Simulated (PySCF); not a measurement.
## Radial density of Ba⁵³⁺ (barium, charge +53)

r2SCAN0, [He] 2s1, 2S determinant. Computed with PySCF 2.14 in an even-tempered Gaussian basis (17 s from 29 bohr⁻², ratio 2.2; 8 p from 44 bohr⁻², ratio 2.4; 5 d from 130 bohr⁻², ratio 2.4; 5 f from 200 bohr⁻², ratio 2.4; 4 g from 290 bohr⁻², ratio 2.4), with no relativity, point nucleus.

| r (bohr) | 4πr²ρ (e/bohr) | 4πr²(ρα − ρβ) |
| --- | --- | --- |
| 0.000434 | 0.2634 | 0.0150 |
| 0.000729 | 0.7211 | 0.0410 |
| 0.00123 | 1.929 | 0.1096 |
| 0.00206 | 4.970 | 0.2818 |
| 0.00347 | 12.01 | 0.6767 |
| 0.00584 | 26.04 | 1.4406 |
| 0.00982 | 47.05 | 2.4556 |
| 0.0165 | 62.40 | 2.6469 |
| 0.0278 | 48.93 | 0.7146 |
| 0.0467 | 17.78 | 1.1541 |
| 0.0786 | 10.51 | 9.1397 |
| 0.132 | 7.046 | 7.0359 |
| 0.222 | 0.5410 | 0.5410 |
| 0.374 | 0.001628 | 0.0016 |

A non-relativistic calculation at this Z misses sizeable relativistic shifts.
